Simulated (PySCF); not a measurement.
Zinc: a sound run and one with changed settings

Sound run: Zn+ [Ar] 3d10 4s1, Zn(2+) [Ar] 3d10. Computed with PySCF 2.14 in def2-SVP (5s3p2d1f, 31 functions), with no relativity, point nucleus. The sound run starts from symmetry-adapted Hartree-Fock orbitals and uses a fine grid where one is needed.

A second run was set up differently.

| species | method | sound run (hartree) | changed run (hartree) | converged |
| --- | --- | --- | --- | --- |
| Zn+ | UHF | -1777.28512 | -1777.28512 | yes |
| Zn+ | M06-L | -1778.73846 | -1785.87777 | yes |
| Zn+ | M06-2X | -1778.79043 | -1779.48549 | yes |
| Zn(2+) | UHF | -1776.68126 | -1776.68126 | yes |
| Zn(2+) | M06-L | -1778.10547 | -1785.22740 | yes |
| Zn(2+) | M06-2X | -1778.14480 | -1778.84487 | yes |

Ionisation energy of Zn+:

```
method  sound run (eV)  changed run (eV)
   UHF          16.432            16.432
M06-2X          17.569            17.432
```

What was changed?
A. angular grid far too coarse
B. too few SCF iterations
C. a valence shell is frozen
D. basis contracted for another Hamiltonian

A. It used 6 angular points. A coarse angular grid integrates products of high-l functions wrongly, so density functionals can shift, and the SCF can exploit the error; Hartree-Fock and MP2 need no grid.
